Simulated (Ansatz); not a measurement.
Two isomers of GeH8SSi2: A = `S[SiH2][SiH2][GeH3]`, B = `[SiH3][SiH2][S][GeH3]`.

Program: Ansatz. Geometries: PBE0-D4/def2-TZVP. ΔE: electronic, gas phase. CCSD(T)/CBS adds triple-zeta CCSD(T) − MP2 to the extrapolated MP2 energy (def2 sets, frozen cores). Functionals use def2-TZVPP. B3LYP here is the variant with VWN-RPA as its local correlation; programs differ in this. For Ge outer-core shells are correlated without core-valence functions, which leaves a few kJ/mol of doubt a bond. Scalar relativity is left out up to krypton. Each species was taken in one conformer, which may not be the lowest.

**Question.** Which is lower in electronic energy at CCSD(T)/CBS, and by how much? (An estimate is asked.)

**Answer.** Ansatz gave: B, by 6.1 kcal/mol.

**Question.** Give E(B) − E(A) in kcal/mol with CCSD/def2-TZVPP, B3LYP, r2SCAN-D4, MP2/def2-TZVPP, CCSD(T)/def2-TZVPP, ωB97M-V, PBE0-D4. (Best estimate.)

**Answer.** The calculation gave: CCSD/def2-TZVPP -6.2, B3LYP -5.8, r2SCAN-D4 -5.6, MP2/def2-TZVPP -7.5, CCSD(T)/def2-TZVPP -6.2, ωB97M-V -6.5, PBE0-D4 -5.1. None reverses the order clearly.

Largest T1 diagnostic: 0.012.

From PBE to PBE0 (25 % exact exchange), in def2-TZVPP and without D4, E(B) − E(A) moves by −0.8 kcal/mol. In def2-TZVPP, CCSD(T) changes the Hartree–Fock value by +2.9 kcal/mol (the triples alone add +0.0 kcal/mol) and MP2 by +1.6 kcal/mol.
